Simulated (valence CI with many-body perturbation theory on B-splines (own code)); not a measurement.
# Questions on Tm⁴⁷⁺

Method: valence CI with perturbative core correlation (CI+MBPT): four valence electrons over a frozen Dirac-Fock core [Ar], radial functions for each j: 9 s, 9 p, 10 d, 8 f, 5 g, 3 h, 1 i, with the one-electron correlation potential Σ1, the two-electron term Σ2, the three-electron term Σ3, Breit, model QED; selected CI, second order for the rest (own B-spline code, finite nucleus).

The last digits are not significant, and no measured levels were compared; by estimate large intervals hold to a few tenths of a per cent, small ones and those within an open d or f shell to about a per cent. The list stops below the first excitations out of the core. Only levels of the ground parity were solved; by the run's estimate the other parity begins above the list, which can be wrong where configurations are misplaced.

Levels are named by their leading jj configuration (3d3/2^4 stands for four electrons in 3d with j = 3/2), which in mixed levels can hold well under half, so a name can repeat and another be missing.

Rates and lifetimes use the calculated energies. Strong lines usually hold to 10 to 20 %, long lifetimes can be off by a factor of two.

Question: What is the ground level?

Answer: (3d3/2^4) J=0, composition 59 % 3d4 3P + 27 % 3d4 5D + 13 % 3d4 1S.

Question: What is the ionisation energy?

Answer: 4076.1 eV; NIST lists 4075 ± 4 eV (theoretical).

Question: Name the longest-lived excited levels whose lifetime is computed, and their main decay.

Answer: (3d3/2^2 3d5/2^2) J=6 at 863060 cm⁻¹ lives 9.80 ms, mostly by M1 to (3d3/2^2 3d5/2^2) J=5. The lifetime of (3d3/2^3 3d5/2) J=4 is too uncertain to give, and may be longer.

Question: How well does LS coupling describe the low levels?

Answer: Among the lowest 20 levels the leading LS term, summed over configurations, holds 47 % on average. For single configurations the figures are 47 % in LS and 96 % in jj coupling. Terms mix most in the J = 4 level at 445050 cm⁻¹, where the leading one holds 29 %.
